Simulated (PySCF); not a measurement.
BeBrHSe, SMILES [Br][Be][SeH].

Geometry optimised at B3LYP-D3(BJ)/def2-TZVP. The values are those of a single conformer.

Computed with PySCF with B3LYP-D3(BJ)/def2-TZVP.

Frequencies are harmonic and unscaled.

```tsv
mode	ν (cm⁻¹)	IR (km/mol)	moving atoms (share of kinetic energy)
1	177	21.3	Be 82 %, H 12 %
2	206	16.0	Be 95 %
3	224	0.3	Br 49 %, Se 49 %
4	572	0.6	H 86 %, Be 12 %
5	947	317.4	Be 95 %
6	2390	4.8	H 99 %
```
